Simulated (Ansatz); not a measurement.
Geometry optimisation, Ansatz, RKS PBE-D4/def2-SVP.

input.yaml

```yaml
crystal:
  periodic: [false, false, false]
  atoms:
    - { symbol: Ga, position_ang: [0.0, 0.0, 0.0] }
    - { symbol: O, position_ang: [0.0, 0.0, 1.79] }
    - { symbol: H, position_ang: [-0.9095, -0.2814, 2.1271] }
    - { symbol: Cl, position_ang: [1.9398, 0.0, -1.12] }
    - { symbol: O, position_ang: [-1.5501, 0.0, -0.895] }
    - { symbol: H, position_ang: [-2.0598, -0.8467, -0.6865] }
basis:
  gaussian: { orbitals: def2-SVP }
hamiltonian:
  xc: pbe
  dispersion: d4
relax:
  f_tol: 0.02
  max_steps: 40
```

Launched with:

```bash
$ ansatz run input.yaml --threads 1 --pin off --max-ram 2048MiB --backend cpu --events-out ev --progress --plain --runs-dir out
```

Question: Where does it end, and by what steps?

Answer: The run converged. After 7 steps the energy has fallen by 0.234 eV; O5 moved furthest, 0.44 Å.

| step | energy less start (eV) | largest force component (eV/Å) | accepted |
| --- | --- | --- | --- |
| 0 | 0.0000 | 1.273 | yes |
| 1 | -0.0943 | 2.129 | yes |
| 2 | -0.1535 | 1.211 | yes |
| 3 | -0.2049 | 0.501 | yes |
| 4 | -0.2146 | 0.661 | yes |
| 5 | -0.2335 | 0.037 | yes |
| 6 | -0.2339 | 0.117 | yes |
| 7 | -0.2345 | 0.006 | yes |

```xyz
6
Properties=species:S:1:pos:R:3
Ga 0.016 -0.116 -0.031
O 0.027 -0.087 1.764
H -0.862 -0.217 2.141
Cl 1.890 0.185 -1.014
O -1.418 -0.374 -1.081
H -2.233 -0.517 -0.564
```

Whether the end is a true minimum wasn't checked by a vibrational analysis.

Run time: 11 s on 1 thread of Intel(R) Xeon(R) 6975P-C (Granite Rapids) (shared host), peak memory 0.14 GiB.
